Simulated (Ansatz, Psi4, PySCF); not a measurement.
C2H6Zn (SMILES [CH3][Zn][CH3]), singlet, at a GFN2-xTB geometry (such geometries of metal compounds can be far from the true shape). Base run: BLYP/def2-SVP (PySCF).

The PySCF input:
```python
from pyscf import gto, scf, dft

mol = gto.M(
    atom='''
Zn   -0.000000    0.000000   -0.000000
C     1.581688    0.227143   -1.271717
H     2.290515   -0.591644   -1.183046
H     2.128134    1.145460   -1.074739
H     1.262090    0.261983   -2.309674
C    -1.581688   -0.227143    1.271717
H    -2.128134   -1.145460    1.074739
H    -2.290515    0.591644    1.183046
H    -1.262090   -0.261983    2.309674
''',
    basis='def2-svp',
    charge=0,
    spin=0,
    verbose=4,
)

mf = dft.RKS(mol)
mf.xc = 'blyp'
mf.kernel()
```

The same geometry, method and basis name were run in Ansatz (a program for electronic structure) and Psi4 and PySCF, at each program's defaults and at the settings that a row names. The base is PySCF at its defaults. Differences at the defaults can come from grids, fitting, cores and function types together.

| code and settings | ΔE vs base (mEh) | basis functions | E (Eh) | SCF cycles |
|---|---|---|---|---|
| PySCF, defaults (exact integrals, its default grid, spherical functions) | 0.000 | 89 | -1858.90416 | 9 |
| Psi4, defaults (density fitting with its default set, its default grid, spherical functions) | -0.068 | 89 | -1858.90423 | 9 |
| Ansatz, defaults (factorised integrals, its default grid, spherical functions) | 0.005 | 89 | -1858.90415 | - |
| PySCF, density fitting with def2-universal-jkfit | -0.100 | 89 | -1858.90426 | 9 |
| PySCF, fine grid | 0.006 | 89 | -1858.90415 | 9 |
| Psi4, exact integrals, spherical functions, fine grid | 0.007 | 89 | -1858.90415 | 11 |
| Ansatz, high accuracy | 0.006 | 89 | -1858.90415 | - |
